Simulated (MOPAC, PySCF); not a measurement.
C$_{3}$H$_{9}$ClGeO$_{3}$, SMILES `C[O][Ge]([O]C)([Cl])[O]C`, neutral singlet in the gas phase. 

Cartesian coordinates (Å):
```xyz
17

C     -0.6003     2.6479    -0.5941
O     -0.8993     1.2946    -0.8505
Ge    -0.0005     0.0072    -0.0888
Cl    -0.0717     0.2580     2.0539
O      1.6607     0.0566    -0.6213
C      2.6260    -0.8212    -0.0881
O     -0.7056    -1.5315    -0.5137
C     -2.0134    -1.8731    -0.1143
H      0.3945     2.9272    -0.9816
H     -0.6352     2.8812     0.4846
H     -1.3570     3.2615    -1.1047
H      2.4194    -1.8703    -0.3607
H      2.6862    -0.7495     1.0121
H      3.6035    -0.5395    -0.5064
H     -2.7696    -1.2347    -0.6024
H     -2.1438    -1.7982     0.9796
H     -2.1940    -2.9161    -0.4130
```
Charge 0, spin multiplicity 1.

All levels are single points at this geometry (PBE0-D3(BJ)/def2-SVP); Pople sets use spherical d functions. Orbital energies aren't observables, and empty levels follow the basis.

B3LYP/6-31G* in PySCF gives dipole (D) = 0.22.

Estimate the dipole (D) from each of these levels: B3LYP-D3(BJ)/def2-TZVP in PySCF; M06-2X/def2-TZVP in PySCF; PBE-D3(BJ)/def2-TZVP in PySCF; B3LYP/3-21G in PySCF; B3LYP/6-311+G** (LANL2DZ on Ge) in PySCF; B3LYP/LANL2DZ in PySCF; BP86/6-31G* in PySCF; M06-2X/6-31G* in PySCF; HF/3-21G in PySCF; HF/STO-3G in PySCF; PM3 in MOPAC; PM7 in MOPAC.


| level | dipole (D) |
|---|---|
| B3LYP-D3(BJ)/def2-TZVP in PySCF | 0.27 |
| M06-2X/def2-TZVP in PySCF | 0.36 |
| PBE-D3(BJ)/def2-TZVP in PySCF | 0.14 |
| B3LYP/3-21G in PySCF | 0.10 |
| B3LYP/6-311+G** (LANL2DZ on Ge) in PySCF | 0.56 |
| B3LYP/LANL2DZ in PySCF | 0.64 |
| BP86/6-31G* in PySCF | 0.09 |
| M06-2X/6-31G* in PySCF | 0.24 |
| HF/3-21G in PySCF | 0.17 |
| HF/STO-3G in PySCF | 1.01 |
| PM3 in MOPAC | 0.37 |
| PM7 in MOPAC | 0.14 |
